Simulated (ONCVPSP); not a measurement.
## What the settings do to the ONCV potential of Cd (Z = 48)

Base potential:

* Element: cadmium (Cd)
* Generator: ONCVPSP 4.0.1
* Type: optimised norm-conserving Vanderbilt (ONCV)
* Functional: PBE
* Relativity: scalar-relativistic
* Frozen core: [Ar] 3d10
* Valence charge: 20
* Reference configuration: 4s2 4p6 4d10 5s2
* Partial waves: 4s+5s: rc 1.65 bohr, ncon 4, nbas 7, qcut 8 1/bohr, 2 projectors; 4p: rc 1.15 bohr, ncon 4, nbas 7, qcut 12.1 1/bohr, 2 projectors, debl 1.7 Ha; 4d: rc 1.15 bohr, ncon 5, nbas 10, qcut 8.7 1/bohr, 3 projectors, debl 1.8 Ha
* Local potential: polynomial inside 1.10 bohr (lpopt 3, dvloc0 6 Ha)
* Core correction: Teter function, fcfact 4.25, rcfact 1.55

In the p channel the program set the typed energies aside and used -2.461, 0.250 Ha.

Cutoffs, loose and tight: the cutoffs (Ha) at which the residual kinetic energy of the hardest occupied pseudo-wave falls to 1 and 0.1 mHa per electron. They do not see the model core or the augmentation charge, which bear on the density cutoff. Test errors are all-electron minus pseudo excitation energies from the reference, over the configurations 4s2 4p6 4d10 5s1; 4s2 4p6 4d10 5s0; 4s2 4p6 4d9 5s0; 4s2 4p6 4d8 5s0. A dash means not determined; rows that change the core or the reference have their own tests.

A true bound ghost makes a file unfit for plane-wave use even where its test errors are small: the radial tests pick states by their node count and pass the ghost by.

```tsv
change	outcome	cutoff, loose	cutoff, tight	bound ghosts	GHOST(+) flags above zero	largest test error (meV)
base	generated, projector energies reset by the program	51 Ha	94 Ha	s, d	d	-25
s: qcut 9.3; p: qcut 14.1; d: qcut 10.2	generated, projector energies reset by the program	58 Ha	70 Ha	none	d	-17
core correction Teter function, fcfact 6.3, rcfact 1.55	generated, projector energies reset by the program	51 Ha	94 Ha	s, d	d	-25
local potential polynomial inside 1.10 bohr (lpopt 3, dvloc0 7 Ha)	generated, projector energies reset by the program	51 Ha	94 Ha	d	d	-17
```

(1) What comes out with this change to the base: p: rc 0.84; local potential polynomial inside 0.84 bohr (lpopt 3, dvloc0 6 Ha)?

Results:

(1) outcome: generated, projector energies reset by the program; cutoff, loose: 52 Ha; cutoff, tight: 184 Ha; bound ghosts: p, d; GHOST(+) flags above zero: s, d; largest test error (meV): -18.
